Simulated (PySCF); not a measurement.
## Electron correlation in Zn (zinc, neutral)

[Ar] 3d10 4s2, closed-shell 1S. All numbers are calculated (PySCF 2.14, the non-relativistic Hamiltonian (point nucleus), in dyall-av2z (16s12p7d2f, 101 functions)). Frozen: [Ar]; 12 electrons correlated; the 34 highest virtual orbitals of each spin left out.

```csv
level,correlation energy (mhartree)
CCSD,-419.65
(T),-13.92
CCSD(T),-433.57
```

Diagnostics: T1 = 0.020, D1 = 0.0518, largest double amplitude 0.072.

**Question.** Is a single reference adequate?

**Answer.** Mostly. T1 lies below 0.03, but a double amplitude of this size points to a near-degeneracy that CCSD handles and MP2 describes poorly.
